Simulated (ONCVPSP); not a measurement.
# Tc (Z = 43) ONCV: all-electron and pseudo phase curves

ONCVPSP 4.0.1 input, shortened (lines: element, Z, core and valence counts, functional; n l f; lmax; l rc ep ncon nbas qcut; lloc lpopt rc5 dvloc0; l nproj debl; icmod fcfact rcfact), LDA (Perdew-Zunger), scalar-relativistic:

```
  Tc 43.00    8    3        3      upf
    1    0    2.00
    2    0    2.00
    2    1    6.00
    3    0    2.00
    3    1    6.00
    3    2   10.00
    4    0    2.00
    4    1    6.00
    4    2    5.00
    5    0    1.75
    5    1    0.25
    2
    0    2.50    0.00    4    8    2.00
    1    2.85    0.00    4    7    3.10
    2    2.05    0.00    4    9    6.80
    4    5    1.85    1.00
    0    1    0.40
    1    2    0.60
    2    2    1.60
    1    0.65    0.00
```

The phase is arctan(r·R′/R) of the radial function R(r), unwrapped; energies in Ha, scanned from -2 to 5 Ha. A pole is an energy at which the radial function vanishes at the test radius. The pseudo phase is shifted by a multiple of π to meet the all-electron one at the reference energy, and phase errors are pseudo minus all-electron; the curves can meet again beyond the range given. Levels narrower than the energy grid can be missing from the lists of poles.

Problem. For each channel, where are the poles, and over which energies does the pseudopotential scatter like the atom?

Solution.

```json
{"channel": "s", "radius (bohr)": "2.54", "reference energy (Ha)": "-0.20", "poles, all-electron": "1.29", "poles, pseudo": "-0.69, 1.22, 4.42", "unbroken range about the reference energy with phases within 0.05 rad": "-0.5 to 1.8", "phase error 1 Ha above the reference energy (rad)": "-0.002"}
{"channel": "p", "radius (bohr)": "2.89", "reference energy (Ha)": "-0.06", "poles, all-electron": "-1.67, 1.18, 4.93", "poles, pseudo": "1.11, 1.63", "unbroken range about the reference energy with phases within 0.05 rad": "-1.5 to 1.2", "phase error 1 Ha above the reference energy (rad)": "-0.004"}
{"channel": "d", "radius (bohr)": "2.08", "reference energy (Ha)": "-0.26", "poles, all-electron": "0.29", "poles, pseudo": "0.29", "unbroken range about the reference energy with phases within 0.05 rad": "the whole range", "phase error 1 Ha above the reference energy (rad)": "+0.000"}
```

Note: ghosts flagged at negative energy: s at -19.1 eV; GHOST(+) flagged for p at 39.7 eV. A true bound ghost makes a file unfit for plane-wave use.

Phases in the p channel:

```
E (Ha)  all-electron   pseudo
 -1.98         1.319   -1.794
 -1.62        -1.728   -1.827
 -1.26        -1.860   -1.877
 -0.90        -1.960   -1.968
 -0.54        -2.173   -2.177
 -0.18        -2.920   -2.921
  0.18        -4.134   -4.134
  0.54        -4.501   -4.501
  0.90        -4.642   -4.645
  1.26        -4.729   -4.800
  1.62        -4.806   -7.852
  1.98        -4.908   -7.927
  2.34        -5.140   -7.995
  2.70        -6.314   -8.098
  3.06        -7.435   -8.363
  3.42        -7.651   -9.731
  3.78        -7.736  -10.644
  4.14        -7.785  -10.832
  4.50        -7.820  -10.914
  4.86        -7.848  -10.965
```
